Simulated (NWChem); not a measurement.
System: 1,1,1,2-tetrafluoroethane (C2H2F4); SMILES FCC(F)(F)F

Input file for NWChem:

```
start job
memory heap 200 mb stack 900 mb global 1100 mb
geometry units angstroms noautosym nocenter noautoz
  F     -0.134736     1.947831     0.003527
  C      0.745033     0.914670    -0.006873
  C     -0.003389    -0.400832    -0.000222
  F     -0.763570    -0.527201     1.084078
  F     -0.787502    -0.524483    -1.067649
  F      0.878974    -1.403581    -0.011289
  H      1.389642     0.951562     0.885827
  H      1.370733     0.953372    -0.912859
end
basis spherical
  * library 6-31g*
end
dft
  xc xpbe96 cpbe96
  iterations 150
end
cosmo
  do_cosmo_smd true
  solvent chcl3
end
task dft energy
```

NWChem printed, in part:

```
             Northwest Computational Chemistry Package (NWChem) 7.3.0
             --------------------------------------------------------

                             Geometry "geometry" -> ""
                             -------------------------

 Output coordinates in angstroms (scale by  1.889725989 to convert to a.u.)

  No.       Tag          Charge          X              Y              Z
 ---- ---------------- ---------- -------------- -------------- --------------
    1 F                    9.0000    -0.13473600     1.94783100     0.00352700
    2 C                    6.0000     0.74503300     0.91467000    -0.00687300
    3 C                    6.0000    -0.00338900    -0.40083200    -0.00022200
    4 F                    9.0000    -0.76357000    -0.52720100     1.08407800
    5 F                    9.0000    -0.78750200    -0.52448300    -1.06764900
    6 F                    9.0000     0.87897400    -1.40358100    -0.01128900
    7 H                    1.0000     1.38964200     0.95156200     0.88582700
    8 H                    1.0000     1.37073300     0.95337200    -0.91285900

 Effective nuclear repulsion energy (a.u.)     273.4794799742

  pbe96 is a nonlocal functional; adding pw91lda local functional.

                                 NWChem DFT Module
                                 -----------------

 Summary of "ao basis" -> "ao basis" (spherical)
 ------------------------------------------------------------------------------
       Tag                 Description            Shells   Functions and Types
 ---------------- ------------------------------  ------  ---------------------
 F                           6-31g*                  6       14   3s2p1d
 C                           6-31g*                  6       14   3s2p1d
 H                           6-31g*                  2        2   2s

 in cosmo_initialize ...
 calling solv_data for solv:chcl3

 solvent parameters
 solvname_short: chcl3
 solvname_long:  chloroform
 dielec:        4.7113
 dielecinf:     2.0906
 nonaqueous SMD model solvent descriptors
 dielec:        4.7113
 sola:          0.1500
 solb:          0.0200
 solc:          0.0000
 solg:         38.3900
 solh:          0.7500
 soln:          1.4459

          ---------------
          -cosmo- solvent
          ---------------
 Cosmo: York-Karplus, doi: 10.1021/jp992097l
 dielectric constant -eps-     =   4.71
 screen = (eps-1)/(eps    )    =   0.78774
 surface charge correction     = lagrangian

[...]

                                COSMO-SMD solvation results
                                ---------------------------

             internal energy in gas <Psi(g)|H|Psi(g)> =      -476.294271281538
         internal energy in solvent <Psi(s)|H|Psi(s)> =      -476.293766206980
                               delta internal energy  =         0.000505074558 (    0.32 kcal/mol)
   total free energy in solvent <Psi(s)|H+V/2|Psi(s)> =      -476.298304455178
 polarization energy contribution <Psi(s)|V/2|Psi(s)> =        -0.004538248198 (   -2.85 kcal/mol)
    total free energy in solvent including G(SMD-CDS) =      -476.297445439474
                       G(SMD-CDS) energy contribution =         0.000859015704 (    0.54 kcal/mol)
     1 M fixed-concentration free energy of solvation =        -0.003174157936 (   -1.99 kcal/mol)

                       DFT Final Molecular Orbital Analysis
                       ------------------------------------

 Vector   23  Occ=2.000000D+00  E=-3.345275D-01
              MO Center= -2.2D-01, -8.1D-01,  2.0D-03, r^2= 2.0D+00
   Bfn.  Coefficient  Atom+Function         Bfn.  Coefficient  Atom+Function
  ----- ------------  ---------------      ----- ------------  ---------------
    75      0.406234  6 F  pz                45     -0.310871  4 F  px
    59      0.306132  5 F  px                79      0.275206  6 F  pz
    49     -0.210636  4 F  px                61     -0.209938  5 F  pz
    63      0.207427  5 F  px                47     -0.202672  4 F  pz
    46      0.169279  4 F  py                60     -0.168699  5 F  py

 Vector   24  Occ=2.000000D+00  E=-2.911269D-01
              MO Center=  3.6D-01,  1.5D+00, -2.2D-03, r^2= 1.6D+00
   Bfn.  Coefficient  Atom+Function         Bfn.  Coefficient  Atom+Function
  ----- ------------  ---------------      ----- ------------  ---------------
     5      0.537162  1 F  pz                 9      0.386748  1 F  pz
    19     -0.281912  2 C  pz                86     -0.205551  7 H  s
    88      0.205629  8 H  s                 85     -0.186599  7 H  s
    87      0.186639  8 H  s                 45      0.066867  4 F  px
    59     -0.066048  5 F  px                75      0.059505  6 F  pz

 Vector   25  Occ=2.000000D+00  E=-2.859201D-01
              MO Center=  1.4D-01,  7.7D-01, -4.8D-04, r^2= 2.5D+00
   Bfn.  Coefficient  Atom+Function         Bfn.  Coefficient  Atom+Function
  ----- ------------  ---------------      ----- ------------  ---------------
     3      0.329306  1 F  px                 4      0.306837  1 F  py
    32      0.241427  3 C  py                 7      0.235981  1 F  px
     8      0.229135  1 F  py                17     -0.207962  2 C  px
    18     -0.206499  2 C  py                74     -0.197343  6 F  py
    34      0.168865  3 C  s                 46     -0.158546  4 F  py

 Vector   26  Occ=0.000000D+00  E= 5.662125D-02
              MO Center=  4.1D-01,  6.5D-01, -3.6D-03, r^2= 2.3D+00
   Bfn.  Coefficient  Atom+Function         Bfn.  Coefficient  Atom+Function
  ----- ------------  ---------------      ----- ------------  ---------------
    22      0.645183  2 C  py                 6     -0.550436  1 F  s
    21     -0.503895  2 C  px                86      0.361127  7 H  s
    88      0.361146  8 H  s                 34      0.303844  3 C  s
     8      0.282914  1 F  py                31     -0.283401  3 C  px
    17     -0.278064  2 C  px                18      0.274293  2 C  py

[...]
```

Level: PBE/6-31G* (spherical d), SMD on the gas-phase geometry. The geometry was optimised at PBE0/def2-SVP. Solvent: chloroform.
